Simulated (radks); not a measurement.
The numbers below are computed, except where a source is named.
Spherical jellium clusters: N electrons in a uniform positive sphere of charge N and radius rs N^(1/3), rs = 4.01 bohr. Level of theory: non-relativistic Kohn-Sham, LDA (Slater exchange, Perdew-Wang correlation), spin-polarised, spherical densities (a radial shooting solver with Libxc functionals). Levels are named by radial order and angular momentum (1s, 1p, 1d, 2s, ...), and open shells are averaged over m.

N = 35, configuration 1s2 1p6 1d10 2s2 1f14 2p(up 1, down 0). This is the lowest configuration that the search found. Occupied and some empty levels:

| level | occupation | eigenvalue (eV) | <r> (bohr) |
|---|---|---|---|
| 1s up | 1 | -5.3521 | 7.366 |
| 1s down | 1 | -5.2681 | 7.613 |
| 1p up | 3 | -4.7060 | 9.094 |
| 1p down | 3 | -4.6622 | 9.204 |
| 1d up | 5 | -3.9538 | 10.14 |
| 1d down | 5 | -3.9279 | 10.18 |
| 2s up | 1 | -3.7478 | 8.215 |
| 2s down | 1 | -3.6553 | 8.061 |
| 1f up | 7 | -3.0850 | 10.93 |
| 1f down | 7 | -3.0653 | 10.93 |
| 2p up | 1 | -2.6477 | 9.166 |
| 2p down | 0 | -2.5540 | 9.218 |
| 1g up | 0 | -2.1084 | 11.62 |
| 1g down | 0 | -2.0899 | 11.61 |
| 2d up | 0 | -1.5241 | 10.73 |
| 2d down | 0 | -1.4618 | 10.87 |
| 3s up | 0 | -1.4162 | 10.71 |
| 3s down | 0 | -1.3640 | 10.78 |

Energy (eV): total -67.0495, kinetic 60.869, external -3022.5, Hartree 1499.3, exchange-correlation -129.49, background 1524.8.
